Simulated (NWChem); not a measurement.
System: InH3S2; SMILES [InH]([SH])[SH]

```xyz
6

In     0.0000     0.0000    -0.5061
H      0.0000     0.0000    -2.2364
S     -2.0028     0.0000     0.8592
H     -2.8216     0.0000    -0.2310
S      2.0028     0.0000     0.8592
H      2.8216     0.0000    -0.2310
```
Atoms are numbered in this order, from 1.

Geometry: optimised at PBE-D3(BJ)/def2-SVP. def2 effective core potentials on In; no spin-orbit coupling.

Symmetry labels are those of C2v in the frame above (b1 and b2, or b-type labels, depend on it).

Problem. List the 4 lowest vertical singlet excitations from B3LYP/def2-SVP with def2 effective core potentials on In, TDA (NWChem).

Solution. 
| state | energy (eV) | oscillator strength | symmetry | leading excitation (squared amplitude) |
|---|---|---|---|---|
| S1 | 4.52 | 0.000 | a2 | HOMO → LUMO+1 (0.99) |
| S2 | 4.69 | 0.038 | b1 | HOMO → LUMO (0.85) |
| S3 | 5.07 | 0.036 | b2 | HOMO−1 → LUMO+1 (0.98) |
| S4 | 5.18 | 0.005 | a1 | HOMO−1 → LUMO (0.88) |
